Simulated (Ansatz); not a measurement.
`C[Si](F)(Cl)[GeH3]` + H₂O → `C[Si](O)(F)Cl` + GeH₄ at 298.15 K and 1 bar (formal hydrolysis of the Si–Ge bond).

Isolated molecules relaxed with PBE0-D4/def2-TZVP in Ansatz; ΔE leaves out vibrations. CCSD(T)/CBS adds triple-zeta CCSD(T) − MP2 to the extrapolated MP2 energy (def2 sets, frozen cores). This one scheme is used for every species. For Ge outer-core shells are correlated without core-valence functions, which leaves a few kJ/mol of doubt a bond. Scalar relativity is left out up to krypton. One conformer a species, not always the lowest.

```csv
species,CCSD(T)/CBS energy (Eh),H − E (kJ/mol),S (J/(mol·K))
`C[Si](F)(Cl)[GeH3]`,-2966.56047,197.2,393.5
H₂O,-76.37941,66.4,188.7
`C[Si](O)(F)Cl`,-964.48585,168.8,345.4
GeH₄,-2078.49493,88.5,217.3
```

H − E and S are ideal-gas, rigid-rotor, harmonic terms from PBE0-D4/def2-TZVP, for one conformer and one mirror image of each species. 1 Eh = 2625.50 kJ/mol, R = 8.31446 J/(mol·K).

Q: By hand: ΔE, ΔH, ΔS and ΔG.

A: ΔE = (-964.48585) + (-2078.49493) − (-2966.56047) − (-76.37941) = -0.04090 Eh = -107.4 kJ/mol. Δ(H − E) = 168.8 + 88.5 − 197.2 − 66.4 = -6.3, so ΔH = -113.7 kJ/mol. ΔS = 345.4 + 217.3 − 393.5 − 188.7 = -19.5 J/(mol·K). ΔG = -113.7 − 298.15 × (-19.5)/1000 = -107.9 kJ/mol.

Q: By hand: the equilibrium constant, and the temperature at which ΔG would vanish if ΔH and ΔS stayed fixed.

A: log₁₀ K = −ΔG/(RT ln 10) = 18.9. ΔG = 0 at ΔH/ΔS = 5831 K, far beyond where these terms or the molecules hold.

ΔH outweighs TΔS. A doubt of 5 kJ/mol in ΔE shifts log₁₀ K by 0.9 here. Other conformers and mirror images would add mixing entropy, several J/(mol·K) or more a flexible species. These are equilibria of isolated gas molecules and say nothing of rates. Largest T1 diagnostic: 0.012 (customary marks: 0.02 for closed shells, 0.045 for open ones).
